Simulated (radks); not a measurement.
The numbers below are computed, except where a source is named.
Question: Neutral ytterbium, [Xe] 4f14 6s2. Code: a radial shooting solver on a logarithmic mesh with Libxc functionals. Model: non-relativistic Kohn-Sham, exchange-only LDA, spin-polarised, spherical densities, point nucleus. Every spin shell is full or empty, so the densities are truly spherical. Functionals are evaluated on that one density, not self-consistently. Rank these exchange functionals by their error against the exact value of the orbitals, and give that value: LDA, B88, revPBE, RPBE, PW91, PW86, AM05, SOGGA, B86b, APBE, revTPSS, SCAN, r2SCAN, MS2, MVS.

Answer: Exact: -275.620 hartree. From best to worst, with 100 (|E| - |E exact|)/|E exact| (equal figures are ties): revPBE +0.03, PW86 -0.04, r2SCAN +0.05, RPBE +0.07, MVS +0.25, SCAN +0.30, B86b +0.30, PW91 +0.34, B88 +0.36, MS2 -0.39, APBE +0.57, revTPSS -0.64, SOGGA -1.63, AM05 -3.56, LDA -3.78.
